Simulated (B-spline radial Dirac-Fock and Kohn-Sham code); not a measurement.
Auger parameter of ruthenium: the L3 level and its strongest L3-MM line

The computed values come from a radial atomic solver: ΔSCF Dirac-Fock with Breit, self-energy and vacuum polarisation, finite nucleus, configuration average. The modified Auger parameter α′ is the binding energy plus the kinetic energy of the Auger electron; it does not depend on the energy zero. For free ions it tends to fall with charge, since less charge screens the final holes.

```csv
species,configuration,binding 2p3/2 (eV),Auger line,kinetic (eV),α′ (eV)
Ru,[Kr] 4d7 5s1,2847.6,M3M3 J=2,1873.3,4720.8
Ru,[Kr] 4d6 5s1 5p1,2853.8,M3M3 J=2,1866.2,4720.1
Ru⁺,[Kr] 4d7,2855.8,M3M3 J=2,1863.5,4719.3
Ru²⁺,[Kr] 4d6,2870.6,M3M3 J=2,1846.6,4717.2
Ru²⁺ (Watson 1.6 Å),[Kr] 4d6,2852.9,M3M3 J=2,1864.6,4717.5
Ru³⁺,[Kr] 4d5,2887.4,M3M3 J=2,1828.4,4715.7
Ru³⁺,[Kr] 4d4 5s1,2893.9,M3M3 J=2,1821.6,4715.5
Ru³⁺ (Watson 2.4 Å),[Kr] 4d5,2869.4,M3M3 J=2,1846.3,4715.7
Ru³⁺ (Watson 2.7 Å),[Kr] 4d5,2871.4,M3M3 J=2,1844.4,4715.7
Ru⁴⁺,[Kr] 4d4,2905.9,M3M3 J=2,1808.8,4714.7
Ru⁴⁺,[Kr] 4d2 5s2,2920.5,M3M3 J=2,1794.3,4714.8
Ru⁴⁺ (Watson 1.8 Å),[Kr] 4d4,2873.9,M3M3 J=2,1840.8,4714.7
Ru⁵⁺,[Kr] 4d3,2926.0,M3M3 J=2,1788.0,4714.1
Ru⁵⁺ (Watson 1.6 Å),[Kr] 4d3,2881.1,M3M3 J=2,1833.0,4714.1
Ru⁶⁺,[Kr] 4d2,2947.7,M3M3 J=2,1766.2,4713.9
Ru⁶⁺ (Watson 2.4 Å),[Kr] 4d2,2911.7,M3M3 J=2,1802.2,4713.9
Ru⁷⁺,[Kr] 4d1,2970.8,M3M3 J=2,1743.4,4714.2
Ru⁷⁺ (Watson 2.2 Å),[Kr] 4d1,2925.0,M3M3 J=2,1789.2,4714.2
```
